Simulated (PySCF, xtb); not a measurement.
phosphorus nitride cation (NP), SMILES N#P (connectivity only; charge and spin as stated), charge +1, multiplicity 2.

Geometry optimised at r2SCAN-D4/def2-TZVPD. The multiplicity is an assumed one; other spin states were not compared.

Computed with IEF-PCM-M06-2X/def2-TZVPD (PySCF).

The values are the electrostatic part of the solvation free energy, E(continuum) − E(gas) at the gas-phase geometry, in a cavity of scaled van der Waals radii (PySCF's table); cavitation and dispersion terms are not included.

```csv
solvent,ε,ΔG(elec) (kcal/mol)
water,78.36,-73.4
chlorobenzene,5.70,-61.1
ethanol,24.85,-71.3
```

For comparison, GFN2-xTB/ALPB(water) (xtb, at the GFN2-xTB geometry, all terms of that model) gives -73.6 kcal/mol.
